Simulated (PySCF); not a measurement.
# Nuclear quadrupole coupling in `C#Cc1ccsc1[O-]`

Species: C₆H₃OS (charge -1).
Cartesian coordinates in Å at the GFN2-xTB level; atoms count from 1:
```xyz
11
C6H3OS angstrom
C      2.566   -1.123    0.018
C      1.504   -0.553    0.008
C      0.249    0.068   -0.005
C     -0.974   -0.653    0.029
C     -2.081    0.117    0.010
S     -1.701    1.820   -0.054
C      0.121    1.460   -0.057
O      0.929    2.379   -0.099
H      3.503   -1.597    0.027
H     -1.001   -1.733    0.067
H     -3.112   -0.183    0.028
```

Field gradients from the PBE0/pcSseg-1 density (PySCF, non-relativistic), principal values in atomic units, ordered |Vxx| ≤ |Vyy| ≤ |Vzz|:

```tsv
atom	Vxx	Vyy	Vzz
S6	-0.0069	-1.7711	1.7780
O8	0.1908	0.9854	-1.1762
```

**Question.** Find the asymmetry η = (Vxx − Vyy)/Vzz and the couplings χ = eQV/h (234.96 MHz × Q in barn × V in au), with Q(33S) = −0.0678 b, Q(17O) = −0.0256 b.

**Answer.** 
| atom | environment | nucleus | η | χzz (MHz) | χxx (MHz) | χyy (MHz) |
| --- | --- | --- | --- | --- | --- | --- |
| S6 | thiophene-type sulfur | 33S | 0.99 | -28.32 | 0.11 | 28.21 |
| O8 | aryloxide oxygen | 17O | 0.68 | 7.08 | -1.15 | -5.93 |

At S6 η is above 0.9: Vyy and Vzz are nearly equal in size and opposite in sign, so a small change could swap them and flip the sign of χzz. The tensor is traceless: Vxx + Vyy + Vzz = 0.

**Question.** What is Vzz at O8 in SI units (1 au = 9.71736 × 10²¹ V/m²)?

**Answer.** -1.1762 au = -11.430 × 10²¹ V/m².

**Question.** And the gradient at the other heavy atoms, for which no coupling is worked out here?

**Answer.** 
| atom | environment | Vzz (au) | η |
| --- | --- | --- | --- |
| C1 | terminal alkyne carbon | 0.205 | 0.57 |
| C2 | alkyne carbon | -0.361 | 0.08 |
| C3 | substituted aromatic carbon | -0.147 | 0.99 |
| C4 | aromatic CH carbon | 0.224 | 0.47 |
| C5 | aromatic CH next to a ring sulfur | 0.221 | 0.42 |
| C7 | aromatic carbon bearing oxygen | -0.372 | 0.22 |

Were the hydrogens deuterons (Q(2H) = 0.00286 b), χzz would run from 225 kHz (H10) to 275 kHz (H9).

Isolated species at its GFN2-xTB geometry, gas phase. The pcSseg-1 basis has no diffuse functions, a weakness for an anion. GFN2-xTB bond lengths can be off by several hundredths of an ångström, more for odd bonds, and the gradients follow them. A larger basis could move these couplings by a tenth or more.
